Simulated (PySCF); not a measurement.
Question: Give a GFN2-xTB geometry of TMS, `[Si](C)(C)(C)C`.

Answer: 
```
atom  x, y, z in Å
C1    -0.407   -1.213   -1.419
Si2   -0.001   -0.001   -0.002
C3     0.008    1.786   -0.675
C4    -1.320   -0.155    1.370
C5     1.716   -0.416    0.722
H6    -1.380   -1.004   -1.853
H7    -0.419   -2.242   -1.070
H8     0.327   -1.148   -2.217
H9     0.242    2.502    0.106
H10   -0.958    2.058   -1.089
H11    0.746    1.908   -1.462
H12   -2.312    0.075    0.994
H13   -1.351   -1.160    1.779
H14   -1.117    0.526    2.192
H15    1.746   -1.426    1.117
H16    2.493   -0.337   -0.033
H17    1.977    0.259    1.531
```

Orientation and origin are arbitrary. Atoms count from 1 in this order. All 4 C–Si bonds measure 1.909 Å. Si2 (four-coordinate silicon) is tetrahedral (angles from 109.4° to 109.6°).

Bonds between heavy atoms (Å): C1–Si2 1.909, Si2–C3 1.909, Si2–C4 1.909, Si2–C5 1.909.

Structure optimised with GFN2-xTB, isolated species.

Point group: Td (tolerance 0.08 Å). Stationary, but not proved a minimum.

All values are computed, not measured.
